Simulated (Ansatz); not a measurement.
`[NH2][Zn][CH2]O` → C• + 5 H• + N• + O• + Zn (atom)  (atomization)

Computed with Ansatz on PBE0-D4/def2-TZVP structures; ΔE is electronic, products minus reactants. CCSD(T)/CBS adds triple-zeta CCSD(T) − MP2 to the extrapolated MP2 energy (def2 sets, frozen cores). This one scheme is used for every species, atoms too. For atomizations the MP2-based limit and the directly extrapolated one differ by several kJ/mol either way, and by 10 to 25 for some Ge, Se and Sn compounds, so smaller differences from it don't rank the levels. DFT in def2-TZVPP. HSE06 is defined as in plane-wave codes. No spin–orbit coupling; open shells (•) take unrestricted orbitals. Spin–orbit coupling would lower the free atoms: a little for C, O. For Zn outer-core shells are correlated without core-valence functions, so the limit isn't a true one: a few kJ/mol of doubt a bond, and 10 to 20 or more in all where bonds break to atoms. Scalar relativity is left out up to krypton. Each species was taken in one conformer, which may not be the lowest.

| level | ΔE (kJ/mol) | difference from CCSD(T)/CBS |
| --- | --- | --- |
| revPBE-D4 | 2845.6 | -25.4 |
| BLYP-D4 | 2862.3 | -8.7 |
| PBE0-D4 | 2859.2 | -11.8 |
| HSE06-D4 | 2862.0 | -9.0 |
| PBE | 2924.0 | 53.0 |
| r2SCANh | 2839.8 | -31.2 |
| HF/def2-SVP | 1896.2 | -974.8 |
| CCSD(T)/def2-SVP | 2642.1 | -228.9 |
| CCSD(T)/def2-TZVPP | 2777.9 | -93.1 |
| SCS-MP2/def2-QZVPP | 2891.5 | 20.5 |
| CCSD(T)/CBS | 2871.0 | 0 |

Largest T1 diagnostic among the species: 0.017.

At CCSD(T), def2-SVP lies −228.9 kJ/mol from the extrapolated value and def2-TZVPP −93.1 kJ/mol: correlation converges slowly with the basis, and small sets miss more of it in the bonded molecule than in its fragments. From r2SCAN to r2SCAN0 (25 % exact exchange), in def2-TZVPP and without D4, ΔE moves by −65.4 kJ/mol: exact exchange takes away binding that semilocal exchange gives to molecules.
